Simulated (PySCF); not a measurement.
Electronic structure of Pd³⁺ (palladium, charge +3) at the UHF level

Configuration: [Kr] 4d7, high-spin 4F determinant. Computed with PySCF 2.14 in aug-cc-pVTZ-DK (9s8p6d3f2g, 102 functions), with scalar relativity by spin-free X2C-1e.

* Total energy: -5040.571632 hartree
* One-electron energy: -6893.5689 hartree
* Hartree (Coulomb) energy: 1994.9824 hartree
* Exchange energy: -141.9851 hartree
* ⟨S²⟩: 3.7541
* ⟨L²⟩: 12.049
* Sum of ⟨r⟩: 24.77 bohr
* Sum of ⟨r²⟩: 26.04 bohr²
* Langevin diamagnetic susceptibility: -20.6 ×10⁻⁶ cm³/mol

```json
{"shell": "1s β", "electrons": "1", "mean orbital energy (hartree)": "-900.87954", "spread (hartree)": "0", "rms radius, mean of both spins (bohr)": "0.0365"}
{"shell": "1s α", "electrons": "1", "mean orbital energy (hartree)": "-900.87937", "spread (hartree)": "0", "rms radius, mean of both spins (bohr)": "0.0365"}
{"shell": "2s α", "electrons": "1", "mean orbital energy (hartree)": "-135.96765", "spread (hartree)": "0", "rms radius, mean of both spins (bohr)": "0.150"}
{"shell": "2s β", "electrons": "1", "mean orbital energy (hartree)": "-135.92886", "spread (hartree)": "0", "rms radius, mean of both spins (bohr)": "0.150"}
{"shell": "2p α", "electrons": "3", "mean orbital energy (hartree)": "-121.87192", "spread (hartree)": "0", "rms radius, mean of both spins (bohr)": "0.133"}
{"shell": "2p β", "electrons": "3", "mean orbital energy (hartree)": "-121.83343", "spread (hartree)": "0", "rms radius, mean of both spins (bohr)": "0.133"}
{"shell": "3s α", "electrons": "1", "mean orbital energy (hartree)": "-27.11437", "spread (hartree)": "0", "rms radius, mean of both spins (bohr)": "0.403"}
{"shell": "3s β", "electrons": "1", "mean orbital energy (hartree)": "-27.09461", "spread (hartree)": "0", "rms radius, mean of both spins (bohr)": "0.403"}
{"shell": "3p α", "electrons": "3", "mean orbital energy (hartree)": "-22.35394", "spread (hartree)": "0", "rms radius, mean of both spins (bohr)": "0.406"}
{"shell": "3p β", "electrons": "3", "mean orbital energy (hartree)": "-22.32963", "spread (hartree)": "0", "rms radius, mean of both spins (bohr)": "0.406"}
{"shell": "3d α", "electrons": "5", "mean orbital energy (hartree)": "-14.79286", "spread (hartree)": "0.01330", "rms radius, mean of both spins (bohr)": "0.389"}
{"shell": "3d β", "electrons": "5", "mean orbital energy (hartree)": "-14.73865", "spread (hartree)": "0.04987", "rms radius, mean of both spins (bohr)": "0.389"}
{"shell": "4s α", "electrons": "1", "mean orbital energy (hartree)": "-5.47349", "spread (hartree)": "0", "rms radius, mean of both spins (bohr)": "1.00"}
{"shell": "4s β", "electrons": "1", "mean orbital energy (hartree)": "-5.25749", "spread (hartree)": "0", "rms radius, mean of both spins (bohr)": "1.00"}
{"shell": "4p α", "electrons": "3", "mean orbital energy (hartree)": "-4.02742", "spread (hartree)": "0", "rms radius, mean of both spins (bohr)": "1.10"}
{"shell": "4p β", "electrons": "3", "mean orbital energy (hartree)": "-3.75569", "spread (hartree)": "0", "rms radius, mean of both spins (bohr)": "1.10"}
{"shell": "4d α", "electrons": "5", "mean orbital energy (hartree)": "-1.85812", "spread (hartree)": "0.04715", "rms radius, mean of both spins (bohr)": "1.40"}
{"shell": "4d β", "electrons": "2", "mean orbital energy (hartree)": "-1.75730", "spread (hartree)": "0", "rms radius, mean of both spins (bohr)": "1.40"}
```

Densities and radii are taken from the X2C orbitals without a picture-change correction, which distorts them close to the nucleus.

Spin-orbit constants ζ (cm⁻¹) from the X2C one-electron operator on these orbitals: bare nucleus, nucleus screened by l(l+1)(2l+1)/3 electrons, and screened by the Breit-Pauli mean field of the electrons.

| shell | bare | screened nucleus | mean field |
| --- | --- | --- | --- |
| 2p | 861700 | 824200 | n/a |
| 3p | 152100 | 145500 | n/a |
| 3d | 22260 | 17420 | n/a |
| 4p | 23390 | 22370 | n/a |
| 4d | 2269 | 1776 | n/a |

To first order the Landé constant is A = -591.9 cm⁻¹, so the lowest level has J = 9/2 and lies 0.330 eV below the centre of the term. This holds in LS coupling only.
